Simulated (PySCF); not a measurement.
**From computed data to an observable: chemical shift, span and skew from a shielding tensor**

B(F)2(nPr) (C3H7BF2), SMILES FB(F)CCC. Atoms are numbered in the order given.

```xyz
13

B     -0.0445    -1.1908     0.0000
F     -0.8473    -2.2479     0.0000
F      1.2574    -1.4478     0.0000
C     -0.6073     0.2640     0.0000
C      0.4372     1.3819     0.0000
C     -0.1750     2.7775     0.0000
H     -1.2862     0.3583     0.8708
H     -1.2862     0.3583    -0.8708
H      1.0969     1.2640     0.8780
H      1.0969     1.2640    -0.8780
H     -0.8096     2.9344    -0.8882
H      0.5986     3.5613     0.0000
H     -0.8096     2.9344     0.8882
```
Charge 0, spin multiplicity 1.

Coordinates come from a r2SCAN-D4/def2-SVP optimisation. Other conformers were not sampled.

GIAO shieldings from PBE0/pcSseg-1 run with PySCF, non-relativistic, no solvent. The symmetric part of the tensor of C4 has the principal values 154.9, 157.0, 191.1 ppm. The same nucleus in TMS has σ = 186.3 ppm at this level (PySCF, at its B3LYP-D3(BJ)/def2-TZVP geometry).

**Question.** Work out the isotropic shielding, the ¹³C shift against TMS, the span and the skew.

**Answer.** 
σ(iso) = (σ11 + σ22 + σ33)/3 = 167.7 ppm. δ = σ(ref) − σ(iso) = 186.3 − (167.7) = 18.6 ppm.
Span Ω = σ33 − σ11 = 36.2 ppm. Skew κ = 3(σ(iso) − σ22)/Ω = 0.88. Tumbling in solution averages the tensor to δ; in a static solid the shielding alone would spread this spin-1/2 line over Ω.
